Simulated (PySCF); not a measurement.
H2OSSe, SMILES O[Se]S, singlet, CAM-B3LYP/def2-SVP optimised geometry.

```
5

Se    -0.79    -1.07     0.00
O      1.01    -1.07     0.00
H      1.30    -0.95     0.92
S     -1.30     1.07     0.00
H     -1.22     1.29    -1.33
```

Density from CAM-B3LYP/def2-TZVP in PySCF 2.14.0 at that geometry.

Minimum of the electron density along straight lines between bonded atoms, close to the bond critical point (lines longer than 1.1 times the sum of covalent radii, or with two minima, are not listed):

```
bond    length / Å  ρ at the minimum / e bohr⁻³  ∇²ρ there / e bohr⁻⁵  position (fraction from the first atom)
------  ----------  ---------------------------  --------------------  ---------------------------------------
Se1–O2       1.800                        0.163                  0.18                                     0.47
O2–H3        0.968                        0.355                 -2.39                                     0.80
Se1–S4       2.192                        0.126                 -0.07                                     0.48
S4–H5        1.353                        0.215                 -0.62                                     0.65
```
